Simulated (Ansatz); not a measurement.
```yaml
crystal:
  periodic: [false, false, false]
  atoms:
    - {symbol: F, position_ang: [1.325391, -1.090978, 0.451028]}
    - {symbol: Ge, position_ang: [0.004901, -0.078261, 0.053799]}
    - {symbol: F, position_ang: [-0.862135, 0.122805, 1.514929]}
    - {symbol: Cl, position_ang: [-1.230384, -1.118601, -1.299091]}
    - {symbol: I, position_ang: [0.812027, 2.091336, -0.762164]}
basis:
  gaussian: {orbitals: def2-SVPD, final_grid: {core_spheres: 1, valence_spheres: 1, degree: 1}}
hamiltonian: {xc: {name: PBE}}
```

```sh
$ ansatz run in.yaml --threads 4 --pin off --events-out ev --progress --plain --max-ram 10444MiB
```

It prints (some lines left out):

```
Functional definition: PBE
1436 factors; their error is unknown
mean field evaluation 1: about -82541.4520 eV, gradient 5.5e1 eV
mean field evaluation 2: about -82511.8929 eV, gradient 1.5e2 eV
mean field evaluation 4: about -82545.9066 eV, gradient 7.2e0 eV
mean field evaluation 16: about -82685.7535 eV, gradient 8.8e1 eV
mean field evaluation 32: about -82740.7375 eV, gradient 3.0e0 eV
mean field evaluation 96: about -82735.5635 eV, gradient 6.1e1 eV
mean field evaluation 128: about -82731.4014 eV, gradient 3.3e1 eV
mean field evaluation 192: about -82719.8056 eV, gradient 8.9e1 eV
mean field -82740.79198885 eV, -3040.6680218669 hartree, gradient 8.7e-6 eV, S^2 0.000000; 6 other end points of the search recorded, 0 dependent functions left out
reference -82740.79203274 eV, -3040.6680234799 hartree; 46, 46 occupied and 100, 100 virtual orbitals, 1436 factors
Total energy: -82740.79203274 eV, -3040.6680234799 hartree
```

In this input the integration grid is far too coarse. Self-consistency was reached. The result belongs to that input, not to the molecule as meant.
